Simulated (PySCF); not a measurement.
**UHF on Cu(3+) (copper, charge +3)**

Configuration: [Ar] 3d8, high-spin 3F determinant. All numbers are calculated (PySCF 2.14, scalar relativity by spin-free X2C-1e, in x2c-SVPall (5s3p3d1f, 36 functions)).

| Quantity | Value |
| --- | --- |
| Total energy | -1650.686061 hartree |
| One-electron energy | -2256.2697 hartree |
| Hartree (Coulomb) energy | 671.0062 hartree |
| Exchange energy | -65.4225 hartree |
| ⟨S²⟩ | 2.0015 |
| ⟨L²⟩ | 12.016 |
| Sum of ⟨r⟩ | 14.46 bohr |
| Sum of ⟨r²⟩ | 12.69 bohr² |
| Langevin diamagnetic susceptibility | -10.1 ×10⁻⁶ cm³/mol |
| Time after the integrals | 0.07 s of wall time on 1 thread of Neoverse-V2 (shared host) |

```csv
shell,electrons,mean orbital energy (eV),spread (eV),"rms radius, mean of both spins (bohr)"
1s α,1,-9099.0,0,0.0602
1s β,1,-9099.0,0,0.0602
2s α,1,-1187.0,0,0.254
2s β,1,-1184.7,0,0.254
2p α,3,-1027.9,0,0.228
2p β,3,-1025.7,0,0.228
3s α,1,-191.51,0,0.763
3s β,1,-185.73,0,0.763
3p α,3,-142.57,0,0.813
3p β,3,-135.62,0,0.813
3d α,5,-63.077,1.594,0.943
3d β,3,-60.272,0,0.943
```

Densities and radii are taken from the X2C orbitals without a picture-change correction, which distorts them close to the nucleus.
